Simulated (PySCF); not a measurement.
# Static response to an electric field

C₄H₉NOSi.
Cartesian coordinates in Å at the GFN2-xTB level; atoms count from 1:
```
atom  x, y, z in Å
C1    -0.8195   -2.4459    1.5765
C2    -0.7961   -1.4515    0.9015
Si3   -0.6935    0.0882   -0.1533
C4    -0.4593    1.5557    1.0286
O5    -2.0289    0.2021   -1.0907
N6     0.5427    0.0811   -1.3429
C7     1.9487   -0.0576   -1.0594
H8    -0.8532   -3.3158    2.1687
H9     0.4690    1.4757    1.5846
H10   -0.4371    2.4953    0.4849
H11   -1.2648    1.6103    1.7556
H12   -2.8804    0.3208   -0.6828
H13    0.2943   -0.2966   -2.2445
H14    2.2672   -1.1052   -1.0067
H15    2.5385    0.4434   -1.8304
H16    2.1647    0.4089   -0.1012
```

Level: PBE0/def2-SVPD (PySCF), static field, nuclei fixed, core orbitals frozen in the response. The polarisability tensor in these axes (au):

```
x   77.90  1.65 -4.72
y    1.65 88.77 -9.26
z   -4.72 -9.26 79.70
```

Q: What are the eigenvalues, a third of the trace, and Δα (Δα² = ½Σ(αi − αj)² over the three pairs)?

A: Principal values 72.04, 78.91 and 95.43 au; mean 82.12 au = 12.17 Å³ = 13.54 × 10⁻⁴⁰ C²·m²/J; Δα = 20.83 au (25 % of the mean).

Q: What is the dipole moment, and where does it point?

A: (0.03, -0.15, 0.79) D, 0.81 D in size, pointing from the negative to the positive side. Measured along this direction, the outermost atoms are H13 at the negative end and H8 at the positive end.

Q: Rayleigh depolarisation ratio (linearly polarised light, static tensor)?

A: ρ = 3Δα²/(45ᾱ² + 4Δα²) = 1301.4/(303502 + 1735.2) = 0.00426.

Q: Sum over states: ᾱ = Σ f/ω², ω in Eh. What share falls to these 8 lowest TDDFT singlets (eV, f)? 5.58, 0.0156; 5.94, 0.0223; 6.16, 0.0025; 6.21, 0.0078; 6.52, 0.0011; 6.67, 0.0056; 6.88, 0.0103; 7.19, 0.0034.

A: They add up to 1.36 au, 1.7 % of the 82.12 au; the largest single term is 0.47 au, from the state at 5.94 eV. Terms in order: 0.37, 0.47, 0.05, 0.15, 0.02, 0.09, 0.16, 0.05 au. Higher excitations give the rest. The strengths listed sum to 0.069.

Q: Find the Langevin capture rate constant for H3+ (3.023 u) meeting this molecule (115.045 u), k = 2.342 × 10⁻⁹ cm³/s × √(α in Å³ / reduced mass in u).

A: The reduced mass is 2.95 u, so k = 4.76 × 10⁻⁹ cm³/s. The formula leaves out the permanent dipole, which adds to the capture rate.

Q: How large is μ²/3kT at 400 K beside α?

A: In Gaussian units μ²/3kT = 3.95 Å³ against 12.17 Å³, a ratio of 0.32; the Debye molar polarisation (4π/3)N_A(α + μ²/3kT) is 40.7 cm³/mol, leaving out the vibrational part.

Q: Give the principal axes and the span of the nuclei along them.

A: Largest value along (0.22, 0.81, -0.54), where the nuclei span 5.97 Å; middle along (0.83, -0.45, -0.33), 5.07 Å; least along (0.51, 0.38, 0.77), 3.90 Å. The response follows the extents in order.

Isolated species at its GFN2-xTB geometry (one conformer only).

These values come from a run that also computed excited states. Time: 31 s of wall time. Hardware: one thread of an x86-64 server, no GPU (shared host).
